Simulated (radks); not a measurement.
The numbers below are computed, except where a source is named.
Species: the tungsten ion W2+. Configuration: [Xe] 4f14 5d4. Code: a radial shooting solver on a logarithmic mesh with Libxc functionals. Model: non-relativistic Kohn-Sham, TPSS, spin-polarised, spherical densities, point nucleus; open shells are filled with parallel spins first (spin-orbit coupling, left out, can overturn this in heavy ions); meta-GGA in the generalised Kohn-Sham scheme; relativity is left out, which matters for an element this heavy. Some entries of the table are withheld. Estimate them.

orbital,occ.,eigenvalue (hartree),<r> (bohr),<1/r> (bohr^-1)
1s down,1,-2344.911,0.02047,73.47
1s up,1,-2344.911,0.02047,73.47
2s up,1,-385.8508,0.08646,17.23
2s down,1,-385.8434,0.08646,17.23
2p up,3,-369.7380,0.07316,17.26
2p down,3,-369.7326,0.07316,17.26
3s up,1,-88.57909,0.2195,6.629
3s down,1,-88.57808,0.2195,6.629
3p up,3,-81.12511,0.2097,6.575
3p down,3,-81.12351,0.2097,6.576
3d up,5,-67.28227,0.1840,6.496
3d down,5,-67.27748,0.1840,6.496
4s up,1,-18.23588,0.4896,2.856
4s down,1,-18.23151,0.4897,2.855
4p up,3,-15.11674,0.4969,2.762
4p down,3,-15.11200,0.4970,2.762
4d up,5,-9.45134,0.5138,2.564
4d down,5,-9.44492,0.5137,2.565
5s up,1,-2.99082,1.176,1.115
5s down,1,-2.90935,1.166,1.127
5p up,3,-2.09948,1.300,0.9994
4f up,7,-2.08564,(1),2.129
4f down,7,-2.07123,(2),2.137
5p down,3,-2.00441,1.289,1.012
5d up,4,-0.79063,1.818,0.7080
5d down,0,-0.68457,1.850,0.7015
6s up,0,-0.64130,3.013,0.4200
6p up,0,(3),(4),0.3481

Answer. 
(1) 4f up <r> (bohr): 0.5911
(2) 4f down <r> (bohr): 0.5871
(3) 6p up eigenvalue (hartree): -0.46263
(4) 6p up <r> (bohr): 3.607
